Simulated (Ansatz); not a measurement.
A single point on `C[CH2][Mg][OH]`.

```yaml
crystal:
  periodic: [false, false, false]
  atoms:
    - {symbol: C, position_ang: [-1.341931, 0.759491, 0.368696]}
    - {symbol: C, position_ang: [-0.414154, -0.428873, 0.629760]}
    - {symbol: Mg, position_ang: [1.323741, -0.531227, -0.528176]}
    - {symbol: O, position_ang: [2.792805, -0.623660, -1.501904]}
    - {symbol: H, position_ang: [-1.703383, 0.779978, -0.663944]}
    - {symbol: H, position_ang: [-2.230263, 0.745749, 1.011793]}
    - {symbol: H, position_ang: [-0.842974, 1.717349, 0.544656]}
    - {symbol: H, position_ang: [-0.112730, -0.437160, 1.684644]}
    - {symbol: H, position_ang: [-0.965660, -1.366436, 0.486511]}
    - {symbol: H, position_ang: [3.577852, -0.666512, -2.029138]}
basis:
  gaussian: {orbitals: def2-QZVPP}
correlation: {method: mp2}
```

```sh
$ ansatz run in.yaml --threads 4 --pin off --events-out ev --progress --plain --max-ram 10444MiB
```

Output, abridged:

```
Functional definition: HF
2507 factors; integrals over basis functions are off by at most 9.3e-4 eV
mean field evaluation 1: about -9621.8381 eV, gradient 5.3e1 eV
mean field evaluation 2: about -9621.8875 eV, gradient 5.3e1 eV
mean field evaluation 4: about -9627.5128 eV, gradient 3.9e0 eV
mean field evaluation 8: about -9627.5782 eV, gradient 2.5e-1 eV
mean field -9627.57905452 eV, -353.8070044461 hartree, gradient 4.2e-6 eV, S^2 0.000000; 0 other end points of the search recorded, 0 dependent functions left out
4 core orbitals not correlated: weight in the atoms' cores, before any rotation towards them, 1.000 or more for the frozen orbitals, at most 0.000 for the correlated occupied ones
reference -9627.57905452 eV, -353.8070044461 hartree; 15, 15 occupied and 395, 395 virtual orbitals, 2507 factors
second order -24.30921163 eV of doubles, -0.00000000 eV of singles
Total energy: -9651.88826615 eV, -354.7003514960 hartree
```

Run time 11 s (4 threads of an Arm Neoverse V1 on a shared host); peak host memory 1.9 GiB.
